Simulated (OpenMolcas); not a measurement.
F5+: CASPT2 settings compared

| Property | Result |
| --- | --- |
| Program | OpenMolcas 26.06 |
| Basis | ANO-RCC-VQZP [5s4p3d2f1g] |
| Scalar Hamiltonian | X2C, point nucleus |
| Active space | 2 electrons in 8 orbitals (2s 2p 3s 3p) |
| State averaging | 2S+1 = 1 even, 6 roots; 2S+1 = 3 even, 3 roots kept (CI in the orbitals of an earlier block); 2S+1 = 1 odd, 3 roots; 2S+1 = 3 odd, 3 roots kept (CI in the orbitals of an earlier block) |
| Spin-orbit coupling | RASSI with atomic mean-field integrals over the reference wave functions, term energies averaged over their components |

Methods on the same reference wave functions:
A. CASSCF
B. SS-CASPT2, IPEA 0.2 Eh, no level shift (closed shells correlated: 1s)
C. SS-CASPT2, IPEA 0.75 Eh, sigma1 regulariser 0.2 Eh (closed shells correlated: 1s)
D. SS-CASPT2, IPEA 0.35 Eh, imaginary shift 0.2 Eh (closed shells correlated: 1s)

Energies in cm⁻¹ above 2s² ¹S₀, the measured ground level; measured values from Moore, Atomic Energy Levels, vol. I, NSRDS-NBS 35 (1971 reprint of NBS Circular 467, 1949).

```json
{"Level": "2s² ¹S₀", "A": "0.0", "B": "0.0", "C": "0.0", "D": "0.0", "Measured": "0.0"}
{"Level": "2s 2p ³P°₀", "A": "98380", "B": "96697", "C": "96723", "D": "96704", "Measured": ""}
{"Level": "2s 2p ³P°₁", "A": "98662", "B": "96979", "C": "97004", "D": "96986", "Measured": "96861"}
{"Level": "2s 2p ³P°₂", "A": "99231", "B": "97548", "C": "97573", "D": "97555", "Measured": "97437"}
{"Level": "2s 2p ¹P°₁", "A": "198433", "B": "188485", "C": "188628", "D": "188525", "Measured": ""}
{"Level": "2p² ³P₀", "A": "253891", "B": "251783", "C": "251809", "D": "251790", "Measured": ""}
{"Level": "2p² ³P₁", "A": "254169", "B": "252060", "C": "252086", "D": "252067", "Measured": "251635"}
{"Level": "2p² ³P₂", "A": "254719", "B": "252609", "C": "252635", "D": "252616", "Measured": "252145"}
```

Deviations, from unrounded energies. A percentage is the sum of absolute deviations over the sum of measured energies, with the sign that they share, or ± where signs differ.

```csv
Against measurement,Levels,A,B,C,D
mean absolute deviation (cm-1),4,2200,280,310,290
other configurations (%),4,+1.2,+0.2,+0.2,+0.2
```

B, D lie about equally close to measurement and A furthest from it. The largest miss of B in the table is 2p² ³P₂, by +460 cm-1. The ranking rests on the paired levels alone, and a cruder setting can come out closer through cancelling errors.

Among B to D the level of the table that moves most is 2s 2p ¹P°₁, by 140 cm-1 (lowest in B, highest in C).

The lowest spin-free term lies below A's lowest term by 0.011 hartree in B, 0.011 hartree in C, 0.011 hartree in D.

Terms from blocks run as CI alone lack orbitals of their own. Active for correlation alone: 3p 3s; no level in the range computed is led by a configuration that fills them, so any true level of that kind is missing. Measured partners are found by configuration, term and J. A level has none where our copy of the source lacks it or the pairing is in doubt (some pairs that miss far off the trend of their configuration count as doubtful), and it then counts in no deviation. Only configurations of the active space appear. Levels that lie high or do not pair safely by name in every column are left out.

° marks odd parity.
